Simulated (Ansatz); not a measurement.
What each rung costs, and what it gives

Saddle point of SnSiH₇F, closed shell (SnSiH₆ ([SiH3][SnH3]) + HF → SnH₃F ([F][SnH3]) + SiH₄; bonds formed: Sn1–F7, Si2–H6; bonds broken: Sn1–Si2, H6–F7), PBE0-D4/def2-TZVP structure:

```tsv
atom	x (Å)	y (Å)	z (Å)
Sn1	-0.6414	0.9898	-0.8594
Si2	0.3688	-1.0593	1.0027
H3	-0.8244	0.8745	-2.5423
H4	-0.4115	2.5391	-0.2116
H5	-1.9792	0.2109	-0.1066
H6	1.1215	-0.0491	-0.2855
F7	1.5149	0.6721	-1.1638
H8	-0.2919	-0.3735	2.1466
H9	1.6545	-1.6414	1.4838
H10	-0.5115	-2.1628	0.5360
```

Barriers are electronic and count from the start structure reached by relaxing down the imaginary mode.

Program: Ansatz 0.2.0. Basis: as named in each row. Cores are frozen in the correlated methods. Filled d shells of the heavier atoms are correlated. Core potentials replace the inner electrons of the atoms past krypton. The def2 sets are not built for correlating such inner shells, so the correlated values are less sure here. B3LYP uses VWN-RPA correlation. Extrapolation: Hartree–Fock as exp(−7.88 √X), correlation as X^−2.97.

Times are rough, for one single point on 4 threads of a shared host (Arm Neoverse V1).

The estimate by CCSD(T) at an estimated basis limit (MP2 extrapolated from triple and quadruple zeta, plus CCSD(T) − MP2 in triple zeta) is 1.677 eV.

```
      method       basis  time (s)  barrier (eV)  method less estimate
       SPW92    def2-SVP   under 1         1.031                -0.647
      PBE-D4    def2-SVP   under 1         1.233                -0.445
     PBE0-D4    def2-SVP         1         1.535                -0.143
       SPW92  def2-TZVPP         1         1.137                -0.540
      PBE-D4  def2-TZVPP         2         1.320                -0.357
     BLYP-D4  def2-TZVPP         2         1.385                -0.292
    B3LYP-D4  def2-TZVPP         2         1.574                -0.103
    BHLYP-D4  def2-TZVPP         2         1.815                 0.138
     PBE0-D4  def2-TZVPP         2         1.567                -0.111
CAM-B3LYP-D4  def2-TZVPP         3         1.618                -0.059
   r2SCAN-D4  def2-TZVPP         4         1.419                -0.259
     CCSD(T)    def2-SVP         4         1.820                 0.142
  r2SCAN0-D4  def2-TZVPP         4         1.624                -0.053
     wB97M-V    def2-SVP         5         1.574                -0.103
      B2PLYP  def2-TZVPP         5         1.656                -0.022
    PBE-QIDH  def2-TZVPP         5         1.732                 0.055
  RPA on PBE  def2-TZVPP         5         1.687                 0.010
     wB97X-V  def2-TZVPP         7         1.638                -0.039
     wB97M-V  def2-TZVPP         8         1.622                -0.055
      B97M-V  def2-TZVPP         9         1.483                -0.195
         MP2  def2-QZVPP        16         1.704                 0.027
     CCSD(T)  def2-TZVPP       120         1.764                 0.087
```

All methods are single points on the PBE0-D4 structures.

No T1 diagnostic of these runs exceeds 0.016.

Steps of this kind, hydrogen fluoride cutting a network bond, underlie vapour etching and the fluorination step of atomic layer etching.

Labels in which every atom is bracketed show which atoms are joined, not bond orders.
